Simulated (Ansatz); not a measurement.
EuCl₃. The state is a septet with charge 0. Geometry PBE-D4/def2-SVP; atoms count from 1.

| atom | x (Å) | y (Å) | z (Å) |
| --- | --- | --- | --- |
| Eu1 | 0.000 | -0.001 | -0.001 |
| Cl2 | 1.490 | 0.757 | -1.960 |
| Cl3 | -0.789 | -2.447 | 0.152 |
| Cl4 | -0.701 | 1.691 | 1.809 |

In the def2 sets Eu takes a core potential; there is no spin–orbit coupling. With an open 4f shell the SCF may have ended on a state above the lowest. The charge 0 septet is spin-contaminated (final ⟨S²⟩ up to 12.16, 12.00 for a pure state).

Estimate the Mulliken populations from the PBE0/def2-TZVP orbitals of Ansatz.


| atom | charge (e) | spin (α − β) | d electrons |
| --- | --- | --- | --- |
| Eu1 | 1.40 | 6.31 | 10.92 |
| Cl2 | -0.46 | -0.10 | – |
| Cl3 | -0.46 | -0.10 | – |
| Cl4 | -0.47 | -0.10 | – |
Mulliken values depend strongly on the basis.

Where does the spin sit?

Summed by element: Eu 6.31, Cl -0.31, of 6 unpaired in all. Largest on single atoms: Eu1 6.31, Cl2 -0.10, Cl3 -0.10.

And the Mayer bond orders between heavy atoms (over 0.3)?

Eu1–Cl2 0.94 (2.58 Å); Eu1–Cl3 0.94 (2.58 Å); Eu1–Cl4 0.94 (2.58 Å).
